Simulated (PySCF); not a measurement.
PySCF job for Si(H)(OH)(SeH)2 (H4OSe2Si), SMILES O[SiH]([SeH])[SeH], TDDFT-PBE/def2-SVPD. The structure is a stationary point at r2SCAN-D4/def2-SVP. This is a generated structure with no PubChem entry under its InChIKey; it may be hypothetical. The values are those of a single conformer.

```python
import numpy as np
from pyscf import gto, scf, dft, tdscf

mol = gto.M(
    atom='''
    Si   -0.85932044   -0.35534632   -0.11235053
    O    -1.83772292   -0.62279308    1.20129244
    Se   -0.20623151    1.81581628   -0.41537006
    Se    1.07723491   -1.53215739    0.20829400
    H    -1.67138711   -0.80742427   -1.26785832
    H    -1.50107739   -0.31998505    2.05484966
    H    -1.51511996    2.20727329   -0.96842247
    H     1.80573865   -0.76707304   -0.81541536
    ''',
    basis='def2-SVPD',
    charge=0,
    spin=0,
    max_memory=1600,
    verbose=4,
)
mf = dft.RKS(mol, xc='pbe').density_fit(auxbasis='def2-universal-jkfit')
mf.grids.level = 3
mf.conv_tol = 1e-9
mf.max_cycle = 100
mf.kernel()
mf.grids = dft.Grids(mol).set(level=1).build(with_non0tab=True)  # coarser grid for the response kernel
td = tdscf.TDDFT(mf)
td.singlet = True
td.nstates = 10
td.conv_tol = 1e-4
td.positive_eig_threshold = 1e-6
td.kernel(x0=td.get_init_guess(mf, 15))
td.analyze()
tt = tdscf.TDA(mf)
tt.singlet = False
tt.nstates = 4
tt.conv_tol = 1e-4
tt.positive_eig_threshold = 1e-6
tt.kernel(x0=tt.get_init_guess(mf, 9))
tt.analyze(verbose=3)
```

Output:

```
PySCF version 2.14.0

[INPUT] verbose = 4
[INPUT] num. atoms = 8
[INPUT] num. electrons = 94
[INPUT] charge = 0
[INPUT] spin (= nelec alpha-beta = 2S) = 0
[INPUT] symmetry False subgroup None
[INPUT] Mole.unit = angstrom
[INPUT] Symbol           X                Y                Z      unit          X                Y                Z       unit  Magmom
[INPUT]  1 Si    -0.859320440000  -0.355346320000  -0.112350530000 AA   -1.623880284841  -0.671507224172  -0.212311731650 Bohr   0.0
[INPUT]  2 O     -1.837722920000  -0.622793080000   1.201292440000 AA   -3.472793011636  -1.176908353474   2.270113707111 Bohr   0.0
[INPUT]  3 Se    -0.206231510000   1.815816280000  -0.415370060000 AA   -0.389721072156   3.431395461727  -0.784935653744 Bohr   0.0
[INPUT]  4 Se     1.077234910000  -1.532157390000   0.208294000000 AA    2.035678951720  -2.895357846828   0.393618613390 Bohr   0.0
[INPUT]  5 H     -1.671387110000  -0.807424270000  -1.267858320000 AA   -3.158463886028  -1.525810736627  -2.395904989551 Bohr   0.0
[INPUT]  6 H     -1.501077390000  -0.319985050000   2.054849660000 AA   -2.836625158877  -0.604684108455   3.883103084556 Bohr   0.0
[INPUT]  7 H     -1.515119960000   2.207273290000  -0.968422470000 AA   -2.863161770262   4.171142000168  -1.830053241175 Bohr   0.0
[INPUT]  8 H      1.805738650000  -0.767073040000  -0.815415360000 AA    3.412351501042  -1.449557963138  -1.540911708164 Bohr   0.0

nuclear repulsion = 590.026428006378
number of shells = 65
number of NR pGTOs = 281
number of NR cGTOs = 161
basis = def2-SVPD
ecp = {}


[settings echo left out]
init E= -5167.13659756611
  HOMO = -0.270157140394009  LUMO = -0.0748691296496178  gap/eV = 5.31406
cycle= 1 E= -5168.53455849158  delta_E= -1.4  |g|= 0.801  |ddm|= 3.64
  HOMO = -0.135039163036533  LUMO = -0.0493847120218303  gap/eV = 2.33078
cycle= 2 E= -5167.82792913651  delta_E= 0.707  |g|= 1.97  |ddm|= 2.39
  HOMO = -0.208683511826843  LUMO = -0.0493811713749812  gap/eV = 4.33484
cycle= 3 E= -5168.64269622447  delta_E= -0.815  |g|=  0.2  |ddm|= 1.88
  HOMO = -0.233380204398478  LUMO = -0.0568249348659751  gap/eV = 4.80431
cycle= 4 E= -5168.65145798497  delta_E= -0.00876  |g|= 0.109  |ddm|= 0.472
  HOMO = -0.227760879282167  LUMO = -0.0553803603780332  gap/eV = 4.69071
cycle= 5 E= -5168.65521741163  delta_E= -0.00376  |g|= 0.039  |ddm|= 0.232
  HOMO = -0.22668061589423  LUMO = -0.0539778518039156  gap/eV = 4.69948
cycle= 6 E= -5168.65555663744  delta_E= -0.000339  |g|= 0.00818  |ddm|= 0.0625
  HOMO = -0.227102726804235  LUMO = -0.0544082149781908  gap/eV = 4.69926
cycle= 7 E= -5168.65557802698  delta_E= -2.14e-05  |g|= 0.00237  |ddm|= 0.0145
  HOMO = -0.226982751382227  LUMO = -0.0543022287239676  gap/eV = 4.69888
cycle= 8 E= -5168.65557956364  delta_E= -1.54e-06  |g|= 0.000596  |ddm|= 0.00389
  HOMO = -0.226967004327522  LUMO = -0.0543054195556882  gap/eV = 4.69836
cycle= 9 E= -5168.65557967127  delta_E= -1.08e-07  |g|= 0.000106  |ddm|= 0.00103
  HOMO = -0.226983328182743  LUMO = -0.0543123264336147  gap/eV = 4.69862
cycle= 10 E= -5168.65557967393  delta_E= -2.66e-09  |g|= 5.24e-05  |ddm|= 0.000256
  HOMO = -0.226976984056522  LUMO = -0.0543106138574787  gap/eV = 4.69849
cycle= 11 E= -5168.65557967467  delta_E= -7.35e-10  |g|= 2.03e-05  |ddm|= 0.000115
  HOMO = -0.226979603146423  LUMO = -0.0543106904994435  gap/eV = 4.69856
Extra cycle  E= -5168.65557967451  delta_E= 1.53e-10  |g|= 3.11e-05  |ddm|= 8.27e-05
converged SCF energy = -5168.65557967451
tot grids = 36144
Overwritten attributes  positive_eig_threshold  of <class 'pyscf.tdscf.rks.CasidaTDDFT'>


******** <class 'pyscf.tdscf.rks.CasidaTDDFT'> for <class 'pyscf.df.df_jk.DFRKS'> ********
nstates = 10 singlet
deg_eia_thresh = 1.000e-03
wfnsym = None
conv_tol = 0.0001
eigh lindep = 1e-12
eigh level_shift = 0
eigh max_cycle = 100


Excitation energies (eV)
[4.78216669 4.8468077  5.21848425 5.28148297 5.38678552 5.45824655
 5.76592546 5.78413316 5.8976537  6.02655492]

** Singlet excitation energies and oscillator strengths **
Excited State   1:      4.78217 eV    259.26 nm  f=0.0032
      46 -> 48        0.18991
      47 -> 48       -0.67926
Excited State   2:      4.84681 eV    255.81 nm  f=0.0070
      46 -> 48        0.67646
      47 -> 48        0.18956
Excited State   3:      5.21848 eV    237.59 nm  f=0.0303
      47 -> 49        0.67428
      47 -> 50       -0.15872
Excited State   4:      5.28148 eV    234.75 nm  f=0.0219
      46 -> 49       -0.65824
      47 -> 50        0.22576
Excited State   5:      5.38679 eV    230.16 nm  f=0.0240
      46 -> 49        0.21035
      47 -> 49        0.17523
      47 -> 50        0.63702
Excited State   6:      5.45825 eV    227.15 nm  f=0.0057
      46 -> 50        0.68562
Excited State   7:      5.76593 eV    215.03 nm  f=0.0282
      45 -> 48        0.12317
      46 -> 51        0.14196
      47 -> 51        0.64442
      47 -> 52        0.17235
Excited State   8:      5.78413 eV    214.35 nm  f=0.0250
      46 -> 51        0.65599
      46 -> 52        0.15628
      47 -> 51       -0.12192
Excited State   9:      5.89765 eV    210.23 nm  f=0.0020
      47 -> 51       -0.15520
      47 -> 52        0.67763
Excited State  10:      6.02655 eV    205.73 nm  f=0.0128
      45 -> 48        0.28566
      46 -> 51       -0.10249
      46 -> 52        0.61865

** Transition electric dipole moments (AU) **
state          X           Y           Z        Dip. S.      Osc.
  1         0.0041     -0.1633      0.0191      0.0270      0.0032
  2        -0.1489     -0.1101      0.1583      0.0594      0.0070
  3        -0.0241      0.4865      0.0067      0.2373      0.0303
  4         0.1580     -0.2220     -0.3078      0.1690      0.0219
  5        -0.0172      0.3310      0.2678      0.1815      0.0240
  6        -0.1037     -0.0397      0.1737      0.0425      0.0057
  7        -0.2863      0.0264     -0.3416      0.1993      0.0282
  8        -0.1775     -0.0577      0.3759      0.1761      0.0250
  9         0.0976      0.0334     -0.0594      0.0142      0.0020
 10         0.0170      0.2600      0.1375      0.0868      0.0128

** Transition velocity dipole moments (imaginary part, AU) **
state          X           Y           Z        Dip. S.      Osc.
  1        -0.0003     -0.0285      0.0033      0.0008      0.0031
  2        -0.0258     -0.0195      0.0289      0.0019      0.0070
  3        -0.0038      0.0905      0.0009      0.0082      0.0285
  4         0.0309     -0.0424     -0.0600      0.0063      0.0218
  5        -0.0031      0.0680      0.0540      0.0076      0.0255
  6        -0.0194     -0.0071      0.0324      0.0015      0.0049
  7        -0.0594      0.0044     -0.0728      0.0088      0.0278
  8        -0.0381     -0.0128      0.0808      0.0081      0.0255
  9         0.0210      0.0095     -0.0112      0.0007      0.0020
 10         0.0045      0.0553      0.0309      0.0040      0.0122

** Transition magnetic dipole moments (imaginary part, AU) **
state          X           Y           Z
  1        -0.3449     -0.3714      0.1359
  2        -0.3027     -0.1514     -0.6266
  3         0.4288      0.1370     -0.2135
  4         0.2231      0.1875      0.2379
  5         0.0219      0.0074      0.3028
  6         0.1760      0.0568     -0.1010
  7        -0.1243     -0.0909      0.5797
  8        -0.1423     -0.1472      0.1518
  9        -0.3762      0.2701      0.2245
 10        -0.2223     -0.0507     -0.0097
Overwritten attributes  positive_eig_threshold  of <class 'pyscf.tdscf.rks.TDA'>


******** <class 'pyscf.tdscf.rks.TDA'> for <class 'pyscf.df.df_jk.DFRKS'> ********
nstates = 4 triplet
deg_eia_thresh = 1.000e-03
wfnsym = None
conv_tol = 0.0001
eigh lindep = 1e-12
eigh level_shift = 0
eigh max_cycle = 100


Excitation energies (eV)
[4.52067346 4.61650318 4.93959734 4.96653406]

** Triplet excitation energies and oscillator strengths **
Excited State   1:      4.52067 eV    274.26 nm  f=0.0000
Excited State   2:      4.61650 eV    268.57 nm  f=0.0000
Excited State   3:      4.93960 eV    251.00 nm  f=0.0000
Excited State   4:      4.96653 eV    249.64 nm  f=0.0000
```

The calculation finished and met its thresholds.
